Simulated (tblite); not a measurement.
Compound: C7H8N2.
Numbering: `[CH3:1][CH2:2][c:3]1[cH:4][cH:5][c:6]([C:7]#[N:8])[nH:9]1` (hydrogens: H10, H11, H12 on C1; H13, H14 on C2; H15 on C4; H16 on C5; H17 on N9)

Computed with GFN2-xTB (tblite), gas phase: L-BFGS steps from a force-field or distance-geometry start until the largest atomic force falls under 0.01 eV/Å.

Geometry at step 0:
```
atom  x, y, z in Å
C1     -2.4417   -0.2940    0.3468
C2     -1.5298    0.8004   -0.1855
C3     -0.1145    0.2992   -0.3156
C4      0.5281   -0.2443   -1.4114
C5      1.8538   -0.5489   -0.9937
C6      1.9754   -0.1656    0.3146
C7      3.1222   -0.2575    1.1554
N8      4.0434   -0.3220    1.8721
N9      0.7806    0.3472    0.7225
H10    -2.4734   -1.1554   -0.3221
H11    -3.4747    0.0899    0.4366
H12    -2.1344   -0.6463    1.3362
H13    -1.5562    1.6589    0.5119
H14    -1.8863    1.1461   -1.1507
H15     0.0919   -0.4180   -2.3780
H16     2.6286   -0.9901   -1.5998
H17     0.5802    0.7124    1.6508
```

Q: Give the atomic forces at this geometry.

A: 
```tsv
atom	Fx (eV/Å)	Fy (eV/Å)	Fz (eV/Å)
C1	-0.821	-0.156	0.209
C2	0.639	0.100	0.493
C3	0.078	0.277	0.064
C4	0.555	-0.090	0.707
C5	-0.508	-0.129	-1.088
C6	1.099	-0.086	0.888
C7	0.924	-0.005	1.003
N8	-1.920	0.121	-1.563
N9	-0.807	0.248	0.036
H10	0.109	0.128	0.027
H11	0.459	-0.163	-0.021
H12	0.040	0.123	-0.203
H13	0.065	-0.278	-0.244
H14	0.010	-0.024	-0.148
H15	0.126	0.014	0.121
H16	-0.139	0.081	0.107
H17	0.092	-0.161	-0.388
```

The largest, 2.48 eV/Å, acts on N8; the rms over all components is 0.546 eV/Å. The forces sum to zero within rounding, as they must for an isolated molecule in no field.

Q: Give the force on N8 in Eh/bohr and in nN.

A: 2.479 eV/Å ÷ 51.422 = 0.04820 Eh/bohr, and 2.479 eV/Å × 1.602 = 3.97 nN.

Q: How far is this geometry from the end of the optimisation?

A: 0.095 eV above it, and 0.034 Å rms away after alignment. The bonds farthest from their final lengths, with half the difference of the two atoms' forces along the bond (positive lengthens):

```
  bond  now (Å)  final (Å)  force along bond (eV/Å)
 C6–C7    1.425      1.396                    -0.04
 C4–C5    1.423      1.400                    -0.75
 C7≡N8    1.169      1.149                    -1.91
C1–H11    1.106      1.087                    -0.61
 C2–C3    1.507      1.490                    -0.27
 C3–N9    1.372      1.355                    -0.30
```

The angle farthest from its final value is C5–C6–C7, 128.1° against 129.8°.

Of the 6 listed bonds off by 0.010 Å or more, this force points towards the final length in 6.

The cost below is that of the whole relaxation. The run took 0.75 s wall on one thread of an AMD EPYC, no GPU, shared host with 64 logical CPUs at a one-minute load of 61.
